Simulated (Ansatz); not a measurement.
Ansatz (a first-principles code) input:

Ansatz 0.2 input:
```yaml
crystal:
  periodic: [false, false, false]
  atoms:
    - {symbol: C, position_ang: [1.83374137, -0.83053319, 0.19406901]}
    - {symbol: Si, position_ang: [0.13635048, -0.23992245, -0.46785465]}
    - {symbol: C, position_ang: [-0.99699907, -1.77310308, -0.27597246]}
    - {symbol: Si, position_ang: [-0.52118966, 1.81168898, 0.49332960]}
    - {symbol: H, position_ang: [1.77806046, -0.98501239, 1.27584795]}
    - {symbol: H, position_ang: [2.15831309, -1.76947906, -0.26612281]}
    - {symbol: H, position_ang: [2.60125040, -0.07435948, 0.01126411]}
    - {symbol: H, position_ang: [0.34989049, -0.15623977, -1.96247143]}
    - {symbol: H, position_ang: [-1.97712403, -1.57656171, -0.71744527]}
    - {symbol: H, position_ang: [-0.57918440, -2.67076907, -0.74704285]}
    - {symbol: H, position_ang: [-1.15473345, -1.98338928, 0.78565500]}
    - {symbol: H, position_ang: [-0.86262060, 1.12315633, 1.82725359]}
    - {symbol: H, position_ang: [-1.94655705, 1.70974081, -0.07216677]}
basis:
  gaussian:
    orbitals: def2-SVP
hamiltonian:
  xc: {name: PBE0}
total_charge: -1
```

Task: Predict the final energy.

Result: -660.04240 Eh (PBE0/def2-SVP). The basis has 109 functions.

It need not be the lowest isomer of its formula. Whether it binds its extra electron was not tested at this geometry.
